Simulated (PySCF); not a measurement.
A run for PySCF: R-B3LYP/6-31G* on NH3 (SMILES N) with ghost functions, monomers drawn apart or pushed together.

```python
from pyscf import gto, scf, dft, mp
from pyscf.data.elements import chemcore

mol = gto.M(
    atom='''
    N     0.27941773    0.08280984    0.00810242
    H     0.43855938    0.86483503   -0.61656779
    H     0.13857952   -0.73979550   -0.56683603
    H    -0.58876023    0.26029502    0.50291554
    ghost-C    0.67393480    0.09673560    3.13207775
    ghost-Cl   -1.09401121    0.42178313    2.99627775
    ghost-H    1.06301609   -0.00206753    2.12239851
    ghost-H    1.12679371    0.93463557    3.65332629
    ghost-H    0.80057528   -0.82047778    3.69913737
    ''',
    basis='6-31g*',
    cart=True,
    charge=0, spin=0, verbose=3, max_memory=1800)
mf = dft.RKS(mol, xc='b3lyp')
mf.conv_tol = 1e-8
mf.max_cycle = 100
mf.kernel()
if not mf.converged:
    mf = mf.newton().run(mf.mo_coeff, mf.mo_occ)
```

Program output:

```
converged SCF energy = -56.5494023575004
```

Self-consistency was reached.

Cost: very roughly 2.1 core-seconds.
